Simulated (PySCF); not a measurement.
PySCF input (CCSD(T)/cc-pVDZ):

```python
from pyscf import gto, scf, mp, cc as ccmod

mol = gto.M(
    atom='''
    Si   -0.98990283   -0.04996027   -0.03804341
    Cl    1.07228026    0.05411785    0.04120929
    H    -1.36880146   -1.06901170   -1.03602533
    H    -1.51034546    1.27418452   -0.43018875
    H    -1.49097781   -0.42573246    1.29826384
    ''',
    basis='cc-pvdz',
    charge=0,
    spin=0,
    verbose=4,
)

mf = scf.RHF(mol)
mf.conv_tol = 1e-10
mf.max_cycle = 100
mf.kernel()
mp2 = mp.MP2(mf, frozen=10).run()
cc = ccmod.CCSD(mf, frozen=10)
cc.max_cycle = 100
cc.kernel()
et = cc.ccsd_t()
print(f'E(CCSD(T)) = {cc.e_tot + et:.9f}')
```

End of the output:

```
Extra cycle  E= -750.222025010287  delta_E= -4.55e-13  |g|= 3.91e-07  |ddm|= 2.43e-06
converged SCF energy = -750.222025010287

******** <class 'pyscf.mp.mp2.RMP2'> ********
nocc = 7, nmo = 41
frozen orbitals 10
E(RMP2) = -750.461398749549  E_corr = -0.239373739262033
E(SCS-RMP2) = -750.465252368601  E_corr = -0.243227358314536
E_corr(same-spin) = -0.050793610153735
E_corr(oppo-spin) = -0.188580129108298

******** <class 'pyscf.cc.ccsd.CCSD'> ********
CC2 = 0
CCSD nocc = 7, nmo = 41
frozen orbitals 10
max_cycle = 100
direct = 0
conv_tol = 1e-07
conv_tol_normt = 1e-05
diis_space = 6
diis_start_cycle = 0
diis_start_energy_diff = 1e+09
Init t2, MP2 energy = -750.461398749697  E_corr(MP2) -0.239373739409954
Init E_corr(CCSD) = -0.239373739410043
cycle = 1  E_corr(CCSD) = -0.265503589944242  dE = -0.0261298505  norm(t1,t2) = 0.0414716
cycle = 2  E_corr(CCSD) = -0.271812440048457  dE = -0.0063088501  norm(t1,t2) = 0.0131145
cycle = 3  E_corr(CCSD) = -0.274253639651828  dE = -0.0024411996  norm(t1,t2) = 0.00523673
cycle = 4  E_corr(CCSD) = -0.274435232367513  dE = -0.000181592716  norm(t1,t2) = 0.00108573
cycle = 5  E_corr(CCSD) = -0.274362715809325  dE = 7.25165582e-05  norm(t1,t2) = 0.000407591
cycle = 6  E_corr(CCSD) = -0.2743636814385  dE = -9.65629175e-07  norm(t1,t2) = 7.2479e-05
cycle = 7  E_corr(CCSD) = -0.274364762708685  dE = -1.08127018e-06  norm(t1,t2) = 2.1978e-05
cycle = 8  E_corr(CCSD) = -0.27436491549579  dE = -1.52787105e-07  norm(t1,t2) = 5.37641e-06
cycle = 9  E_corr(CCSD) = -0.274364868518717  dE = 4.69770721e-08  norm(t1,t2) = 1.97749e-06
CCSD converged
E(CCSD) = -750.4963898788056  E_corr = -0.2743648685187174
CCSD(T) correction = -0.00523871363623234
E(CCSD(T)) = -750.501628592
```
